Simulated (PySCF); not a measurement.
**Electron correlation in C⁺ (carbon, charge +1)**

[He] 2s2 2p1, 2P determinant. All numbers are calculated (PySCF 2.14, scalar relativity by spin-free X2C-1e, in cc-pVDZ-DK). Frozen: 1s2; 3 electrons correlated.

MP2 pair energies summed by pair of shells (mhartree):

```tsv
pair	energy	share (%)
2s-2s	-25.63	62.1
2s-2p	-15.66	37.9
```

Total MP2 correlation energy: -41.29 mhartree.

Same-spin part -2.40 and opposite-spin part -38.90 mhartree; SCS-MP2 scales them by 1/3 and 6/5 to -47.47 mhartree.

```json
{"level": "CCSD", "correlation energy (mhartree)": "-66.69"}
{"level": "(T)", "correlation energy (mhartree)": "-0.65"}
{"level": "CCSD(T)", "correlation energy (mhartree)": "-67.34"}
```

Diagnostics: T1 = 0.0084, D1 = 0.0157, largest double amplitude 0.136.

Cost of the coupled-cluster step: 0.07 s of wall time on 1 thread of Neoverse-V2 (shared host), for 3 correlated electrons.
